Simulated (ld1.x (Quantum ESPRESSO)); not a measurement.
# Configuration tests for Tb (PAW)

ld1.x (Quantum ESPRESSO) 7.5 input, shortened:

```
&input
   title='Tb', zed=65., rel=2, dft='PZ', iswitch=3,
   config='[Xe] 4f8 5d1 6s2 6p0', rel_dist='average'
 /
 &inputp
   pseudotype=3, lpaw=.true., tm=.true., lloc=-2, rcloc=1.70,
   nlcc=.true.,
   which_augfun='BESSEL', rmatch_augfun=2.15
 /
6
5S  1  0   2.00   0.00  2.00  2.20  0.0
6S  2  0   2.00   0.00  2.00  2.20  0.0
5P  2  1   6.00   0.00  2.00  2.45  0.0
6P  3  1   0.00   0.00  2.00  2.45  0.0
5D  3  2   1.00   0.00  2.60  3.10  0.0
5D  3  2   0.00   0.40  2.60  3.10  0.0
 &test
   configts(1)='5s2 5p6 5d1 6s2 6p0'
 /
```

Open shells are filled in proportion to 2j + 1 (rel_dist='average').

Energies are relative to the spin-unpolarised reference configuration 5s2 5p6 5d1 6s2 6p0; without spin polarisation the order of configurations can differ from experiment. Not all tests gave a result: 1 of 7 tests not solved or not reliable. Left out of the table: 5s2 5p5 5d1 6s2 6p0 (solver errors, printed error -5.7 eV).

```csv
valence configuration,charge,ΔE all-electron (eV),error AE − PS (meV)
5s2 5p6 5d1 6s1 6p0,+1,6.954,+1.8
5s2 5p6 5d1 6s0 6p0,+2,19.497,-2.0
5s2 5p6 5d0 6s0 6p0,+3,39.587,-121
5s2 5p6 5d0 6s2 6p0,+1,6.152,-19
5s1 5p6 5d1 6s2 6p0,+1,57.047,-255
5s2 5p6 5d1.5 6s1.5 6p0,0,0.926,+0.2
```

The ghost test of this file was not conclusive.
